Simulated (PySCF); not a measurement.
Gas-phase reaction: 2 InH₂Cl + H₂ = 2 InH₃ + Cl₂

Computed with PySCF (xtb for GFN2) and rigid-rotor harmonic-oscillator thermochemistry at 1 bar. † marks an energy on the PBE0/def2-TZVP geometry and frequencies; other levels use their own. MP2 and CCSD(T) freeze the core. All species are closed-shell singlets. In: scalar-relativistic def2 core potential, no spin-orbit coupling. InH₂Cl, InH₃: computed as isolated molecules; such fragments, hydroxides, amides, oligomers or adducts are transient or little studied in the gas. MP2 isn't extrapolated to the basis-set limit; its ΔH°(298 K) is 445.4 kJ in def2-SVP and 437.9 kJ in def2-TZVPP. CCSD(T) isn't extrapolated to the basis-set limit; its ΔH°(298 K) is 421.8 kJ in def2-SVP and 414.5 kJ in def2-TZVPP. The harmonic model lacks anharmonicity and excited electronic states, which grow with temperature; levels with a mode under 35 cm⁻¹ are left out.

```json
[
 {"level": "CCSD(T)/def2-TZVPP†", "ΔE electronic, kJ": "420", "ΔH°(298 K), kJ": "414", "ΔS°(298 K), J/K": "-2", "ΔG°(2500 K), kJ": "436"},
 {"level": "GFN2-xTB", "ΔE electronic, kJ": "368", "ΔH°(298 K), kJ": "364", "ΔS°(298 K), J/K": "-5", "ΔG°(2500 K), kJ": "392"},
 {"level": "HF/def2-TZVP†", "ΔE electronic, kJ": "438", "ΔH°(298 K), kJ": "432", "ΔS°(298 K), J/K": "-2", "ΔG°(2500 K), kJ": "453"},
 {"level": "MP2/def2-SVP†", "ΔE electronic, kJ": "451", "ΔH°(298 K), kJ": "445", "ΔS°(298 K), J/K": "-2", "ΔG°(2500 K), kJ": "466"},
 {"level": "MP2/def2-TZVPP†", "ΔE electronic, kJ": "443", "ΔH°(298 K), kJ": "438", "ΔS°(298 K), J/K": "-2", "ΔG°(2500 K), kJ": "459"},
 {"level": "PBE/def2-SVP", "ΔE electronic, kJ": "412", "ΔH°(298 K), kJ": "406", "ΔS°(298 K), J/K": "-1", "ΔG°(2500 K), kJ": "423"},
 {"level": "PBE/def2-TZVP†", "ΔE electronic, kJ": "400", "ΔH°(298 K), kJ": "395", "ΔS°(298 K), J/K": "-2", "ΔG°(2500 K), kJ": "416"},
 {"level": "PBE0/def2-SVP†", "ΔE electronic, kJ": "425", "ΔH°(298 K), kJ": "420", "ΔS°(298 K), J/K": "-2", "ΔG°(2500 K), kJ": "441"},
 {"level": "LDA/def2-TZVP†", "ΔE electronic, kJ": "392", "ΔH°(298 K), kJ": "387", "ΔS°(298 K), J/K": "-2", "ΔG°(2500 K), kJ": "408"},
 {"level": "ωB97M-V/def2-TZVP†", "ΔE electronic, kJ": "413", "ΔH°(298 K), kJ": "407", "ΔS°(298 K), J/K": "-2", "ΔG°(2500 K), kJ": "428"},
 {"level": "ωB97X-V/def2-TZVP†", "ΔE electronic, kJ": "417", "ΔH°(298 K), kJ": "411", "ΔS°(298 K), J/K": "-2", "ΔG°(2500 K), kJ": "432"}
]
```
ΔH° is lowest at GFN2-xTB and highest at MP2/def2-SVP†. No reference value is set beside these.
